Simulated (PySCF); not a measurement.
PySCF input file for CH2ClFO2Si, SMILES O=CO[Si@@H](F)Cl, SMD-ωB97X/6-31G*. The structure is a stationary point at B3LYP-D3(BJ)/def2-SVP. The structure was generated by enumeration; whether it is a known compound was not checked. Other conformers were not sampled.

```python
import numpy as np
from pyscf import gto, scf, dft
from pyscf.solvent import smd

mol = gto.M(
    atom='''
    O     1.96245230    0.39630939    0.91742906
    C     2.02360311   -0.25297581   -0.08351488
    O     0.95443304   -0.76022989   -0.74127627
    Si   -0.65774551   -0.54515688   -0.30879743
    F    -0.90870877   -1.16943727    1.15271061
    Cl   -1.15381147    1.43565797   -0.29658130
    H     2.95951144   -0.53015813   -0.61126325
    H    -1.43460193   -1.28967644   -1.30621926
    ''',
    basis='6-31G*',
    charge=0,
    spin=0,
    max_memory=1600,
    verbose=3,
)
mf = dft.RKS(mol, xc='wb97x').density_fit(auxbasis='def2-universal-jkfit')
mf.grids.level = 3
mf.conv_tol = 1e-9
mf.max_cycle = 100
mf.kernel()
res = {}
for name in ['water', 'diethylether', 'toluene']:
    s = mf.SMD()
    s.with_solvent.solvent, s.with_solvent.sasa_ng = name, 302
    s.kernel(mf.make_rdm1())
    res[name] = (s.e_tot, s.with_solvent.get_cds(), s.dip_moment(), s.mo_energy, s.converged)
    print(f'SMD {name}: dG(solv) = {(s.e_tot - mf.e_tot) * 627.509474:.3f} kcal/mol, of which CDS {res[name][1] * 627.509474:.3f}')
```

Output:

```
converged SCF energy = -1039.32968711307
converged SCF energy = -1039.33268979869
Dipole moment(X, Y, Z, Debye):  0.39511, -2.08549, -3.10649
SMD water: dG(solv) = -1.884 kcal/mol, of which CDS 4.822
converged SCF energy = -1039.3367279073
Dipole moment(X, Y, Z, Debye):  0.38051, -1.81915, -2.70957
SMD diethylether: dG(solv) = -4.418 kcal/mol, of which CDS -1.381
converged SCF energy = -1039.33448359427
Dipole moment(X, Y, Z, Debye):  0.34543, -1.72900, -2.58925
SMD toluene: dG(solv) = -3.010 kcal/mol, of which CDS -0.959
```

Self-consistency was reached.

Cost: very roughly 50 core-seconds.
